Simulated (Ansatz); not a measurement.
`N[SiH2]B(N)O` + `N[Si](O)(O)O` → `N[SiH2]O[Si](N)(O)O` + `NBO`  (cleavage of the Si–B bond)

Isolated molecules relaxed with PBE0-D4/def2-TZVP in Ansatz; ΔE leaves out vibrations. CCSD(T)/CBS is the MP2 limit (def2-TZVPP, def2-QZVPP) plus CCSD(T) − MP2 in def2-TZVPP, frozen cores. This one scheme is used for every species. One conformer a species, not always the lowest.

`N[SiH2]B(N)O`:

Z-matrix (Å, degrees):
```
Si
B 1 2.030
N 1 1.736 2 107.6
H 1 1.503 2 110.6 3 -126.4
H 1 1.492 2 112.7 3 116.5
O 2 1.375 1 124.9 3 157.7
N 2 1.399 1 117.2 3 -22.0
H 3 1.009 1 118.7 2 165.4
H 3 1.009 1 117.8 2 -58.3
H 6 0.957 2 113.4 1 -2.3
H 7 1.007 2 123.1 1 -179.3
H 7 1.005 2 121.8 1 -2.3
```

`N[Si](O)(O)O`:

Z-matrix (Å, degrees):
```
Si
O 1 1.640
O 1 1.634 2 107.2
N 1 1.697 2 118.5 3 -116.5
O 1 1.642 2 103.3 3 123.0
H 2 0.958 1 115.6 3 -137.8
H 3 0.958 1 115.3 2 27.2
H 4 1.006 1 119.6 2 84.0
H 4 1.006 1 121.3 2 -63.9
H 5 0.958 1 115.8 2 173.3
```

`N[SiH2]O[Si](N)(O)O`:

Z-matrix (Å, degrees):
```
Si
O 1 1.633
N 1 1.732 2 110.3
H 1 1.484 2 107.9 3 121.9
H 1 1.483 2 109.4 3 -117.1
Si 2 1.642 1 131.6 3 -11.8
H 3 1.008 1 118.1 2 -129.1
H 3 1.009 1 119.0 2 92.5
N 6 1.704 2 106.7 1 -76.1
O 6 1.631 2 109.7 1 162.8
O 6 1.633 2 109.9 1 43.8
H 9 1.008 6 118.2 2 170.1
H 9 1.008 6 118.5 2 -52.2
H 10 0.958 6 116.7 2 -69.9
H 11 0.968 6 111.0 2 -38.1
```

`NBO`:

Z-matrix (Å, degrees):
```
N
B 1 1.397
H 1 1.003 2 122.7
H 1 1.006 2 122.6 3 -180.0
O 2 1.371 1 118.7 3 -180.0
H 2 1.202 1 119.9 3 -0.0
H 5 0.957 2 112.5 1 -180.0
```

| species | CCSD(T)/CBS(def2) energy (Eh) |
| --- | --- |
| `N[SiH2]B(N)O` | -502.78680 |
| `N[Si](O)(O)O` | -572.52479 |
| `N[SiH2]O[Si](N)(O)O` | -918.19669 |
| `NBO` | -157.17416 |

Task: Work out ΔE.

Result: ΔE = (-918.19669) + (-157.17416) − (-502.78680) − (-572.52479) = -0.05926 Eh = -155.6 kJ/mol.

Largest T1 diagnostic among the species: 0.012.

From PBE to PBE0 (25 % exact exchange), in def2-TZVPP and without D4, ΔE moves by −8.2 kJ/mol. The D4 term adds −5.6 kJ/mol with B3LYP and −3.4 kJ/mol with PBE0; it sums over pairs of atoms, weighted by their polarisabilities, and B3LYP, whose exchange is more repulsive, gets the larger term. In def2-TZVPP, CCSD(T) changes the Hartree–Fock value by +17.3 kJ/mol (the triples alone add +1.8 kJ/mol) and MP2 by +11.5 kJ/mol.

B3LYP here is the variant with VWN-RPA as its local correlation; programs differ in this.
